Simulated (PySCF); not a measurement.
Species: H₇NOSi₂Te.
Cartesian coordinates in Å at the PBE0-D3(BJ)/def2-SVP level; atoms count from 1:
```xyz
12
H7NOSi2Te angstrom
N      1.5360   -1.3189   -0.3408
Si     0.7665   -0.1799    0.6756
Te     1.4230    2.1149   -0.0951
O     -0.8943   -0.1632    0.6582
Si    -2.2404    0.3521   -0.1619
H      1.6785   -2.2765   -0.0396
H      1.5454   -1.2219   -1.3491
H      1.1639   -0.5034    2.0683
H      3.0143    1.6404   -0.2104
H     -3.4360    0.1025    0.6906
H     -2.3854   -0.3900   -1.4504
H     -2.1325    1.8145   -0.4546
```

Theory: PBE0-D3(BJ)/def2-SVP geometry optimisation, gas phase, def2 core potentials past Kr (PySCF).

Take the most abundant isotopes and a rigid rotor. The values belong to one conformer with, in the numbering `[NH2:1][Si@@H:2]([TeH:3])[O:4][SiH3:5]`, H–N1–Si2–Te3 159° and -46°, N1–Si2–Te3–H -46°, N1–Si2–O4–Si5 -80°.

(1) Give the principal moments of inertia and the rotational constants in GHz.

(2) Classify the top.

(3) What does the inertial defect say?

(4) List the rotational levels J(Ka,Kc) to J = 3 (MHz).

(5) Predict some low-J microwave lines.

Answers

(1) Ia = 228.90, Ib = 559.04, Ic = 732.15 u·Å²; 505379 MHz·u·Å²/I gives 2208, 904.0 and 690.3 MHz, that is A = 2.2079, B = 0.9040, C = 0.6903 GHz.

(2) An asymmetric top. Ray's parameter κ = (2B − A − C)/(A − C) = -0.718; −1 is the prolate and +1 the oblate limit.

(3) Not planar: Δ = Ic − Ia − Ib = -55.79 u·Å². For a rigid frame Δ = −2 Σ m c², so Σ m c² = 27.90 u·Å² lies off the ab plane: 9.54 from hydrogen and 18.36 from heavier atoms. The atom farthest from that plane is 1.80 Å away.

(4) Above 0(0,0):
J = 1: 1(0,1) 1594, 1(1,1) 2898, 1(1,0) 3112
J = 2: 2(0,2) 4759, 2(1,2) 5873, 2(1,1) 6514, 2(2,1) 10426, 2(2,0) 10450
J = 3: 3(0,3) 9447, 3(1,3) 10321, 3(1,2) 11602, 3(2,2) 15209, 3(2,1) 15328, 3(3,1) 22277, 3(3,0) 22278

(5) The dipole components are |μa| = 0.89 D, |μb| = 1.54 D, |μc| = 1.22 D. The squared components, which scale the intensities, stand as 0.33 : 1.00 : 0.63 (a : b : c). Some lines, for components of 0.1 D or more:

| type | branch | J(Ka,Kc) | MHz | lower level (cm⁻¹) |
| --- | --- | --- | --- | --- |
| b | Q | 1(1,0) ← 1(0,1) | 1518 | 0.053 |
| b | R | 3(1,3) ← 2(0,2) | 5562 | 0.159 |
| c | Q | 4(3,2) ← 4(2,2) | 6787 | 0.731 |
| b | R | 2(2,1) ← 1(1,0) | 7314 | 0.104 |
| b | Q | 5(4,1) ← 5(3,2) | 9777 | 1.227 |
| b | Q | 5(4,2) ← 5(3,3) | 9823 | 1.225 |
| c | R | 5(2,4) ← 4(1,4) | 13258 | 0.541 |
| c | R | 4(3,1) ← 3(2,1) | 13382 | 0.511 |
| c | R | 4(4,0) ← 3(3,0) | 16255 | 0.743 |
| c | R | 5(5,1) ← 4(4,1) | 20672 | 1.285 |

No frequency check. Constants of a rigid frame at the computed geometry: no zero-point averaging, no centrifugal distortion. A rigid rotor knows nothing of inversion at nitrogen or internal rotation, which can split or shift real lines. Quadrupole hyperfine structure (14N) is left out.
